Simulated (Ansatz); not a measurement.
`ClB1C=C1`, charge 0, multiplicity 1.

Task: Give a relaxed structure at PBE0-D4/def2-TZVP (the Gaussian-basis code of Ansatz). (Estimate.)

Result: Computed: 
Z-matrix (Å, degrees):
```
B
C 1 1.463
C 1 1.463 2 55.0
Cl 1 1.727 2 152.5 3 -180.0
H 2 1.082 1 159.4 3 -180.0
H 3 1.082 1 159.4 2 180.0
```
Point group C2v.
